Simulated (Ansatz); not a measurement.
Mulliken charges of BBrH₂, SMILES `BBr` from ωB97M-V/def2-TZVPP in Ansatz (PBE0-D4/def2-TZVP geometry).

| atom | x (Å) | y (Å) | z (Å) | charge (e) |
| --- | --- | --- | --- | --- |
| B1 | -0.154 | 0.025 | -0.097 | -0.118 |
| Br2 | 1.470 | -0.363 | 0.791 | -0.057 |
| H3 | -1.111 | -0.617 | 0.192 | 0.088 |
| H4 | -0.150 | 0.895 | -0.906 | 0.088 |

Question: By hand: the dipole of these point charges (1 e Å = 4.8032 D).

Answer: Σ q r = (-0.177, 0.042, -0.096) e Å, of length 0.206 e Å = 0.99 D.

Question: How does the dipole of the full density compare? (Best estimate.)

Answer: Ansatz gave: (-0.103, 0.025, -0.056) e Å, 0.58 D; the point charges give 1.71 times that, at 0° from its direction.

Point charges leave out the atoms' own dipoles, such as those of lone pairs, and Mulliken's split depends on the basis, so the two needn't agree.
